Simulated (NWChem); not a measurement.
CH$_{3}$FO$_{2}$Si; SMILES O=C[Si@@H](O)F

```xyz
8

O     -0.1237    -1.9643     0.4622
C      0.6382    -1.2237    -0.1198
Si     0.0009     0.5703    -0.4174
O     -1.5446     0.4873     0.1230
F      0.9210     1.5498     0.4902
H      1.6516    -1.5959    -0.4259
H      0.0727     1.0812    -1.8037
H     -1.6931    -0.3359     0.6137
```
Atoms are numbered in this order, from 1.

Results from NWChem. Structure relaxed at the PBE0/def2-SVP level. Level: PBE0/def2-SVP with SMD (1 M gas to 1 M solution), gas-phase geometry. Reactions with the solvent are ignored.

**Question.** What does the run give for solvent toluene? Quantities: solvation free energy (kcal/mol); cavity-dispersion-structure term (kcal/mol); dipole in solution (D).

**Answer.** 
```yaml
solvation free energy (kcal/mol): -2.9
cavity-dispersion-structure term (kcal/mol): -0.5
dipole in solution (D): 1.98
```
